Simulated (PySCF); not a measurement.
Geometry:
```tsv
atom	x (Å)	y (Å)	z (Å)
C1	-1.730	-1.990	0.442
O2	-1.733	-0.660	0.001
Si3	-0.498	0.227	-0.548
N4	-0.966	1.869	-0.763
O5	0.631	0.159	0.635
C6	1.851	0.836	0.644
C7	2.880	0.092	-0.057
N8	3.674	-0.517	-0.608
H9	-0.927	-2.160	1.161
H10	-1.596	-2.669	-0.403
H11	-2.692	-2.185	0.916
H12	0.038	-0.234	-1.824
H13	-1.267	2.379	0.055
H14	-1.593	2.074	-1.522
H15	1.757	1.823	0.172
H16	2.163	0.962	1.689
```

Geometry: GFN2-xTB; GIAO absolute shieldings from PySCF, gas phase, non-relativistic, averaged over equivalent atoms.

At KT3/pcSseg-1 (183 basis functions, 110 s wall time on 1 thread of an Intel Xeon, shared host):
```
     atoms  σ (ppm)
        C7     75.3
        C1    132.3
        C6    133.7
        O2    283.5
        O5    292.1
       Si3    413.3
        N8    -17.3
        N4    237.9
       H15    26.87
       H12    27.06
       H16    27.13
H9/H10/H11    27.81
   H13/H14    31.26
```

Problem. What do these become at PBE0/IGLO-II?

Solution. 
| atoms | σ at PBE0/IGLO-II | change |
| --- | --- | --- |
| C7 | 68.8 | -6.5 |
| C1 | 137.2 | +4.9 |
| C6 | 139.4 | +5.7 |
| O2 | 296.0 | +12.5 |
| O5 | 300.0 | +7.9 |
| Si3 | 398.4 | -14.9 |
| N8 | -33.6 | -16.3 |
| N4 | 240.8 | +2.9 |
| H15 | 27.46 | +0.59 |
| H12 | 26.95 | -0.11 |
| H16 | 27.68 | +0.55 |
| H9/H10/H11 | 28.29 | +0.48 |
| H13/H14 | 31.75 | +0.49 |

The largest change is at N8 (nitrile nitrogen). Cost: 237 basis functions, 120 s wall time (100 s CPU) on 1 thread of an Intel Xeon, shared host. The order of the carbon signals is the same at both levels.
